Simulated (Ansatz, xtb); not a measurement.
Isomers of C4H8N2Si in order of energy

6 gas-phase structures of C4H8N2Si, from a drawn sample of its isomers (lower ones may exist). Each was relaxed with GFN2-xTB:

A. `NC1=C[Si@@H](N)C=C1`, a singlet
B. `NC1=C[SiH2]C=C1N`, a singlet
C. `NC1=C[SiH2]C(N)=C1`, a singlet
D. `NC1=CC=C(N)[SiH2]1`, a singlet
E. `NC1=CC=C[Si@@H]1N`, a singlet
F. `N[Si]1(N)C=CC=C1`, a singlet

Q: Which do you expect lowest at r2SCAN-D4/def2-SVP, and how would the others follow?

A: Calculated order at r2SCAN-D4/def2-SVP: F (0.000), A (0.629), E (0.766), B (1.145), C (1.247), D (1.688) eV.

Energies above the lowest of each column, in eV; the last columns are at B3LYP/def2-SVP geometries and were run for some of them only (a dash: not run or not comparable):

```json
{"structure": "F", "GFN2-xTB": "0.000", "HF/STO-3G": "0.000", "r2SCAN-D4/def2-SVP": "0.000", "B3LYP/def2-SVP": "0.000", "CCSD(T)/def2-SVP + ΔMP2/def2-TZVPP": "0.000"}
{"structure": "A", "GFN2-xTB": "0.137", "HF/STO-3G": "0.702", "r2SCAN-D4/def2-SVP": "0.629", "B3LYP/def2-SVP": "0.660", "CCSD(T)/def2-SVP + ΔMP2/def2-TZVPP": "0.955"}
{"structure": "E", "GFN2-xTB": "0.209", "HF/STO-3G": "0.763", "r2SCAN-D4/def2-SVP": "0.766", "B3LYP/def2-SVP": "0.788", "CCSD(T)/def2-SVP + ΔMP2/def2-TZVPP": "1.186"}
{"structure": "B", "GFN2-xTB": "0.314", "HF/STO-3G": "1.214", "r2SCAN-D4/def2-SVP": "1.145", "B3LYP/def2-SVP": "–", "CCSD(T)/def2-SVP + ΔMP2/def2-TZVPP": "–"}
{"structure": "C", "GFN2-xTB": "0.333", "HF/STO-3G": "1.355", "r2SCAN-D4/def2-SVP": "1.247", "B3LYP/def2-SVP": "–", "CCSD(T)/def2-SVP + ΔMP2/def2-TZVPP": "–"}
{"structure": "D", "GFN2-xTB": "0.569", "HF/STO-3G": "1.402", "r2SCAN-D4/def2-SVP": "1.688", "B3LYP/def2-SVP": "–", "CCSD(T)/def2-SVP + ΔMP2/def2-TZVPP": "–"}
```

Every level run on F puts it lowest or level with the lowest. Some further structures that were screened fall inside this span and aren't listed. Flexible structures stand in one conformer each, not always the lowest. Frequencies (GFN2-xTB) were run for A, E, F alone. The ΔMP2 step shifts differences by up to 0.227 eV, which makes them less sure. ΔMP2 is the change of the MP2 energy from the smaller to the larger basis.

Over these structures GFN2-xTB departs from r2SCAN-D4/def2-SVP by 0.302 eV on average once a common shift is removed. A GFN2-xTB relaxation took about 0.059 s and the r2SCAN-D4/def2-SVP energy about 1.1 s on a shared host (Ansatz 0.2.0, xtb 6.7.1).
